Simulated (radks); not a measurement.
Values are calculated unless marked as measured or tabulated.
Tc3+, 40 electrons, occupied as [Kr] 4d4.

Level of theory: Dirac Kohn-Sham, BLYP, spin-unpolarised, spherical densities, finite nucleus; open shells fill j = l - 1/2 first; Fermi nuclear charge, rms radius 4.4112 fm (a radial shooting solver on a logarithmic mesh with Libxc functionals).

Energy parts (eV):
total: -116597.650
kinetic: 121122.661
electron-nucleus: -280522.698
Hartree: 46289.941
exchange-correlation: -3487.554

Orbitals (lengths in bohr, moments of r in powers of bohr; r(90%) holds 90 % of the orbital's charge):
orbital,occ.,eigenvalue (eV),<r>,<1/r>,r(90%),<r^4>
1s1/2,2,-20892.17,0.03428,44.71,0.0614,6.518e-06
2s1/2,2,-3006.481,0.1493,10.20,0.231,0.001195
2p1/2,2,-2775.120,0.1271,10.18,0.208,0.0007906
2p3/2,4,-2656.797,0.1318,9.669,0.214,0.0008901
3s1/2,2,-548.6987,0.4153,3.507,0.614,0.06042
3p1/2,2,-459.7954,0.4091,3.408,0.619,0.06194
3p3/2,4,-440.0057,0.4197,3.284,0.634,0.06832
3d3/2,4,-282.6316,0.3970,3.102,0.634,0.06892
3d5/2,6,-278.8263,0.4004,3.070,0.639,0.07112
4s1/2,2,-103.3449,1.051,1.306,1.53,2.345
4p1/2,2,-77.1358,1.138,1.190,1.68,3.421
4p3/2,4,-74.1005,1.167,1.154,1.72,3.776
4d3/2,4,-35.1484,1.520,0.8695,2.36,13.09
4d5/2,0,-34.8027,1.533,0.8614,2.38,13.52

The highest occupied level is 4d3/2 at -35.148 eV. The electron density at the nucleus is 1.002e+05 e/bohr^3.
